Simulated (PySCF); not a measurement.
## O⁺ (oxygen, charge +1) across methods

[He] 2s1 2p4, high-spin 4P determinant (an excited configuration). All numbers are calculated (PySCF 2.14, the spin-free X2C one-electron Hamiltonian (Gaussian nucleus), in x2c-TZVPPall (5s3p2d1f, 31 functions)).

```tsv
method	E (hartree)	mean ε 2s α (eV)	mean ε 2p α (eV)	mean ε 2p β (eV)	Σ⟨r²⟩ (bohr²)	⟨S²⟩
LDA	-73.5371	-41.570	-26.642	-21.340	7.794	3.754
r2SCAN0	-74.0833	-47.228	-29.869	-23.443	7.634	3.755
UHF	-73.87667	-56.960	-36.554	-26.854	7.639	3.759
B97-3	-74.0697	-45.912	-29.202	-23.415	7.656	3.754
r2SCAN	-74.0912	-43.953	-27.498	-21.827	7.655	3.754
wB97X	-74.0825	-48.053	-31.498	-25.998	7.657	3.754
PBE0	-74.0346	-45.816	-29.197	-23.289	7.683	3.753
BHandHLYP	-74.0812	-49.374	-31.581	-25.153	7.661	3.754
```

**Question.** Estimate the same row for PBE.

**Answer.** E (hartree) = -74.0299; mean ε 2s α (eV) = -41.929; mean ε 2p α (eV) = -26.575; mean ε 2p β (eV) = -21.596; Σ⟨r²⟩ (bohr²) = 7.742; ⟨S²⟩ = 3.753.
